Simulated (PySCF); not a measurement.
trifluoro(methoxy)methane (C2H3F3O), SMILES COC(F)(F)F. Atoms are numbered in the order given.

```xyz
9

C     -0.0264     1.9368     0.0000
O     -0.7551     0.7218     0.0000
C     -0.0341    -0.4006     0.0000
F      0.7616    -0.4951     1.0727
F     -0.8599    -1.4284     0.0000
F      0.7616    -0.4951    -1.0727
H      0.6020     2.0180    -0.8999
H      0.6020     2.0180     0.8999
H     -0.7706     2.7408     0.0000
```
Charge 0, spin multiplicity 1.

Coordinates come from a PBE0-D3(BJ)/def2-SVP optimisation.

Level of theory: M06-2X/def2-TZVP run with PySCF.

| Property | Value |
|---|---|
| total energy | -452.81639 hartree |
| point group | Cs |
| highest occupied level | -11.13 eV |
| lowest empty level | 2.07 eV |
| orbital gap | 13.20 eV |
| dipole moment | 2.43 D |
| quadrupole, principal values (traceless, Buckingham form, about the centre of nuclear charge) | -3.33, -2.12, 5.46 D·Å |
| mean static polarisability | 30.7 bohr³ (4.55 Å³) |
| polarisability, principal values | 28.7, 28.7, 34.7 bohr³ |
